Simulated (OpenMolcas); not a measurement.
## 3s2 3p2 along the 14-electron sequence

```yaml
Program: OpenMolcas 26.06
Method: XMS-CASPT2, IPEA 0.25 Eh, imaginary shift 0.1 Eh
Basis: ANO-RCC-VTZP
Scalar_Hamiltonian: DKH2, point nucleus
Spin-orbit_coupling: RASSI with atomic mean-field integrals over the reference wave functions, term energies averaged over their components
```

Active space for each ion: 2 electrons in 3 orbitals (3p); closed shells correlated by CASPT2: 2s 2p 3s.

Computed levels in cm-1 above 3P0:

```
                               Level     P+    S2+   Cl3+   Ar4+
                                 3P1    146    272    461    710
                                 3P2    421    768   1273   1917
                                 1D2   8880  11260  13850  16450
                                 1S0  22390  28200  33900  39410
weight of 3P in the lowest level (%)    100    100    100    100
```

Measured, with the error of the calculation in %. Measured levels: P+ from NIST Handbook of Basic Atomic Spectroscopic Data; S2+ from NIST levels in Podobedova, Kelleher and Wiese, J. Phys. Chem. Ref. Data 38, 171 (2009); Cl3+ from Moore, Atomic Energy Levels, vol. I, NSRDS-NBS 35 (1971 reprint of NBS Circular 467, 1949); Ar4+ from Saloman, J. Phys. Chem. Ref. Data 39, 033101 (2010).

| Level | P+ | S2+ | Cl3+ | Ar4+ |
| --- | --- | --- | --- | --- |
| 3P1 | 165 (-11.3) | 299 (-8.9) | 491 (-6.2) | 763 (-7.0) |
| 3P2 | 469 (-10.3) | 833 (-7.8) | 1341 (-5.1) | 2029 (-5.5) |
| 1D2 | 8882 (0) | 11323 (-0.6) | 13766 (+0.6) | 16299 (+0.9) |
| 1S0 | 21576 (+3.8) | 27161 (+3.8) | 32550 (+4.2) | 37912 (+3.9) |

The fine-structure level 3P2 changes by a factor of 4.55 from P+ to Ar4+. Its fourth root runs 4.53, 5.26, 5.97, 6.62, with steps per unit of Z of 0.73, 0.71, 0.64; equal steps would mean a (Z - σ)^4 law with constant σ.

1D2 changes by a factor of 1.85 over the same range, with steps per unit of Z of +2380, +2590, +2600 cm-1.

CASPT2 does not keep the components of a term degenerate, so their means are used; among the terms shown or strongly mixed into the levels shown the widest spread is 550 cm-1 (3s2 3p2 1D, Ar4+). With the s shell closed, the reference lacks s² → p² mixing. Computed and measured levels are paired by configuration, term and J; levels that our copy of the source lacks, or whose pairing is in doubt (as where it misses far off the trend of its configuration), stay unpaired and out of the deviations. Levels of configurations outside the active space are missing.
